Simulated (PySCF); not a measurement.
1,1-difluorobuta-1,3-diene (C4H4F2), SMILES C=CC=C(F)F. Heavy atoms are numbered as in [CH2:1]=[CH:2][CH:3]=[C:4]([F:5])[F:6]. Hydrogens are named by the atom that carries them.

Geometry optimised at PBE0-D3(BJ)/def2-SVP. The values are those of a single conformer.

Level of theory: PBE/def2-TZVP (PySCF).

Atomic charges (e), one atom of each kind:

```tsv
atom	Löwdin	Mulliken
C1 (CH2)	-0.21	-0.28
C2 (CH)	-0.20	?
C3 (CH)	-0.18	?
C4	-0.49	?
F5	0.26	-0.12
H on C1	0.12	?
H on C2	0.15	0.11
H on C3	0.16	0.12
```

What belongs in the gaps? (Estimate from the structure and the level; the computed values follow.)


- C2 (CH), Mulliken: -0.07
- C3 (CH), Mulliken: -0.22
- C4, Mulliken: 0.34
- H on C1, Mulliken: 0.11

Computed Mayer and Wiberg (Löwdin basis) orders of the bonds:
```
bond   Mayer  Wiberg
-----  -----  ------
C1–C2   1.84    2.09
C2–C3   1.09    1.33
C3–C4   1.76    1.89
C4–F5   1.17    1.85
C4–F6   1.18    1.84
```
